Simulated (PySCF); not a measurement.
PySCF input file for C5H10, SMILES CC=C(C)C, PBE0/pcSseg-1. Geometry: B3LYP-D3(BJ)/def2-SVP.

```python
import numpy as np
from pyscf import gto, scf, dft
from pyscf.prop.nmr import rks as nmr

mol = gto.M(
    atom='''
    C    -0.07876242    2.11014655   -0.00000000
    C    -0.67695179    0.73470100    0.00000000
    C    -0.04215189   -0.45073874   -0.00000000
    C     1.45483278   -0.62056727   -0.00000000
    C    -0.81633401   -1.74461473    0.00000000
    H    -0.41012653    2.68454159    0.88328528
    H     1.02012405    2.10425737    0.00000000
    H    -0.41012654    2.68454159   -0.88328528
    H    -1.77431062    0.70948612    0.00000000
    H     1.77961096   -1.19845831    0.88347631
    H     1.77961096   -1.19845831   -0.88347630
    H     2.00195644    0.33108619    0.00000001
    H    -1.90321131   -1.57546125    0.00000000
    H    -0.56366172   -2.35754794    0.88391136
    H    -0.56366172   -2.35754794   -0.88391137
    ''',
    basis='pcSseg-1',
    charge=0,
    spin=0,
    max_memory=1600,
    verbose=3,
)
mf = dft.RKS(mol, xc='pbe0')
mf.grids.level = 3
mf.conv_tol = 1e-10
mf.max_cycle = 100
mf.kernel()
n = nmr.NMR(mf)
n.verbose = 2
n.max_cycle_cphf = 60
sigma = n.kernel()
print('atom   isotropic/ppm   span/ppm')
for i, s in enumerate(sigma):
    w = np.linalg.eigvalsh((s + s.T) / 2)
    print(f'{mol.atom_symbol(i):2s}{i + 1:3d} {w.mean():14.3f} {w[2] - w[0]:11.3f}')
```

Log of the run:

```
converged SCF energy = -196.265566302226
atom   isotropic/ppm   span/ppm
C   1        167.768      31.279
C   2         56.066     185.006
C   3         45.045     226.724
C   4        165.864      35.259
C   5        155.778      50.235
H   6         29.636      10.556
H   7         29.306       7.922
H   8         29.636      10.556
H   9         25.866       6.622
H  10         29.888       9.605
H  11         29.888       9.605
H  12         29.011       9.372
H  13         29.572       8.495
H  14         29.535       8.669
H  15         29.535       8.669
```

The calculation finished and met its thresholds.

Cost: about 26 core-seconds (a rough figure).
